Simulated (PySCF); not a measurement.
# Radial density of Ir⁶⁶⁺ (iridium, charge +66)

r2SCANh, [Ne] 3s1, 2S determinant. Computed with PySCF 2.14 in an even-tempered Gaussian basis (17 s from 20 bohr⁻², ratio 2.5; 12 p from 26 bohr⁻², ratio 2.5; 4 d from 92 bohr⁻², ratio 2.7; 4 f from 140 bohr⁻², ratio 2.7), with scalar relativity by spin-free X2C-1e.

```
r (bohr)  4πr²ρ (e/bohr)  4πr²(ρα − ρβ)
  0.0202           86.27        -0.0018
  0.0340           95.22         1.4955
  0.0573           117.7         2.4261
  0.0963           49.82         0.4104
   0.162           10.60         7.6596
   0.272           1.577         1.5685
   0.458         0.01182         0.0118
```

Densities and radii are taken from the X2C orbitals without a picture-change correction, which distorts them close to the nucleus.

Spin-orbit coupling, which splits the p, d and f shells strongly at this Z, is absent.
